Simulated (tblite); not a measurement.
Compound: C4H10O2SSi2.
Z-matrix (Å and degrees, GFN2-xTB geometry), rows numbered from 1:
```
C 
S   1  1.8219
Si  2  2.1323  1   98.91
C   3  1.8987  2  112.30  1   162.92
C   4  1.5372  3  107.74  2   -95.45
Si  5  1.9093  4  107.14  3   -28.46
C   6  1.9110  5  113.84  4   138.70
O   7  1.2035  6  123.65  5   102.69
O   3  1.6413  2  109.21  1    53.30
H   1  1.0844  2  106.86  3  -172.64
H   1  1.0846  2  109.44  3   -52.93
H   1  1.0850  2  109.29  3    68.20
H   3  1.4548  2  112.06  1   -62.10
H   4  1.0896  3  107.92  2   146.60
H   4  1.0887  3  114.01  2    28.14
H   5  1.0932  4  108.89  3    89.84
H   5  1.0895  4  110.64  3  -153.44
H   6  1.4568  5  115.82  4   -87.72
H   7  1.1127  6  117.25  5   -76.80
```

Computed with GFN2-xTB (tblite): harmonic, unscaled wavenumbers at the GFN2-xTB geometry, gas phase. Errors from tens to a few hundred cm⁻¹ against measured bands are possible. Modes of hydrogen on silicon can be 10 to 20 % off. One conformer, not necessarily the lowest.

Harmonic wavenumbers (cm⁻¹): 25.7, 43.7, 61.4, 74.4, 113.8, 122.3, 129.5, 188.3, 197.2, 229.5, 288.6, 386.2, 416.8, 513.6, 564.8, 582.8, 649.7, 658.9, 673.5, 698.2, 723.0, 732.7, 756.7, 783.2, 793.4, 818.7, 910.9, 948.4, 958.1, 1037.6, 1061.4, 1135.1, 1256.2, 1271.8, 1317.7, 1351.3, 1450.8, 1454.8, 1465.9, 1483.4, 1754.2, 2318.0, 2325.2, 2683.5, 2953.7, 2986.4, 2995.4, 3007.1, 3038.2, 3046.4, 3064.3.

A = 1587, B = 628.8, C = 518.0 MHz; mass 177.994 u (most abundant isotopes); point group C1, symmetry number 1.

Question: What is the zero-point energy?

Answer: ½Σν̃ = 29251 cm⁻¹ = 349.92 kJ/mol.

Question: Entropy at 298.15 K, 1 bar (ideal gas, RRHO, classical rotation)?

Answer: Translation 173.48, rotation 128.91, vibration 182.96: S = 485.3 J/(mol K).

Question: And Cp and H(298.15 K) − H(0)?

Answer: Cp = 193.24 J/(mol K), of which vibrations give 159.98 (their classical limit is 51 R = 424.0); H(298.15 K) − H(0) = 36.21 kJ/mol without the zero-point energy, 26.30 from vibrations.

Question: How do the functions run with temperature in this model?

Answer: 
| T (K) | S (J/(mol K)) | Cp (J/(mol K)) | H − H(0) (kJ/mol) | G − H(0) (kJ/mol) | ln q(vib) |
| --- | --- | --- | --- | --- | --- |
| 150 | 378.9 | 124.3 | 12.68 | -44.16 | 5.79 |
| 250 | 453.3 | 171.2 | 27.43 | -85.89 | 9.66 |
| 400 | 548.1 | 234.2 | 58.05 | -161.18 | 14.92 |
| 600 | 654.9 | 292.5 | 111.14 | -281.80 | 21.32 |
| 900 | 784.7 | 346.9 | 207.75 | -498.50 | 29.83 |

q(vib) and H(0) count from the zero-point level.

Question: Which modes carry the vibrational entropy at 298.15 K?

Answer: 25.7 cm⁻¹: 25.67; 43.7 cm⁻¹: 21.27; 61.4 cm⁻¹: 18.46; 74.4 cm⁻¹: 16.88; 113.8 cm⁻¹: 13.40; 122.3 cm⁻¹: 12.82 J/(mol K); the other 45 give 74.46 together.

Question: What must be added to the electronic energy to get the Gibbs energy at 298.15 K and 1 bar?

Answer: ZPE + [H(298.15 K) − H(0)] − T·S = 349.92 + 36.21 − 144.71 = 241.42 kJ/mol.

Hindered rotation and anharmonicity are outside this model. Other conformers, if any are populated, would add a mixing term that is left out. The structure is chiral; the term R ln 2 for an equal mix with its mirror image is left out.
